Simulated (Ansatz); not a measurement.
Basis-set extrapolation for `CO[Si](N)(F)Cl` (PBE0-D4/def2-TZVP geometry, frozen core, Ansatz). Multiplicity 1, RHF reference.

```
                       def2-TZVPP    def2-QZVPP
                 HF  -1018.325907  -1018.361684
    MP2 correlation     -1.171113     -1.271369
CCSD(T) correlation     -1.254450       not run
```

Energies in hartree. Use E(X) = E(∞) + A·exp(−7.88·√X) for Hartree–Fock and E(X) = E(∞) + B·X^(−2.97) for correlation, with X = 3 and 4, and add CCSD(T) minus MP2 of the smaller set to the MP2 limit.

Problem. What is the CCSD(T) energy at the basis-set limit?

Solution. HF limit: -1018.361684 + (-0.035777) × 0.13774 = -1018.36661. MP2 limit: -1.271369 + (-0.100256) × 0.74074 = -1.34563. Higher-order term: -1.254450 − (-1.171113) = -0.08334. Total: -1019.79558 hartree, 5.86 eV below CCSD(T)/def2-TZVPP.
